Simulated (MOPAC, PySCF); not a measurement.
C$_{10}$H$_{9}$ClSi, SMILES `c12cccc([SiH3])c2cccc1Cl`, neutral singlet in the gas phase. 

Z-matrix (Å, degrees):
```
C
C 1 1.4183
C 2 1.3743 1 121.12
H 3 1.0922 2 120.23 1 -180.00
H 2 1.0928 3 119.46 4 0.00
C 3 1.4091 4 119.24 2 180.00
C 6 1.3753 3 119.61 4 180.00
H 6 1.0910 7 119.58 3 -180.00
C 7 1.4238 6 121.81 8 180.00
C 9 1.4170 7 122.70 6 -180.00
C 10 1.3729 9 120.55 7 180.00
H 10 1.0909 11 120.82 9 180.00
H 11 1.0924 10 120.01 12 0.00
C 11 1.4117 13 119.70 10 180.00
C 14 1.3832 11 121.49 13 -180.00
H 14 1.0937 15 119.83 1 -180.00
Cl 7 1.7348 6 118.57 8 0.00
Si 15 1.8808 14 118.83 16 0.00
H 18 1.4932 15 107.83 14 0.00
H 18 1.4960 19 109.11 16 121.40
H 18 1.4960 19 109.10 20 117.21
```
Charge 0, multiplicity 1.

All levels are single points at this geometry (PBE0-D4/def2-SVP); Pople sets use spherical d functions. Orbital energies aren't observables, and empty levels follow the basis.

B3LYP-D3(BJ)/def2-TZVP in PySCF gives HOMO (eV) = -6.34.

Question: Estimate the HOMO (eV) from each of these levels: PBE-D3(BJ)/def2-TZVP in PySCF; PBE0-D4/def2-TZVP in PySCF; B3LYP/3-21G in PySCF; HF/6-31G* in PySCF; AM1 in MOPAC; PM3 in MOPAC; PM6 in MOPAC; PM7 in MOPAC.

Answer: 
```
level                          HOMO (eV)
-----------------------------  ---------
PBE-D3(BJ)/def2-TZVP in PySCF      -5.67
PBE0-D4/def2-TZVP in PySCF         -6.55
B3LYP/3-21G in PySCF               -6.21
HF/6-31G* in PySCF                 -8.04
AM1 in MOPAC                       -8.82
PM3 in MOPAC                       -8.66
PM6 in MOPAC                       -8.97
PM7 in MOPAC                       -9.04
```
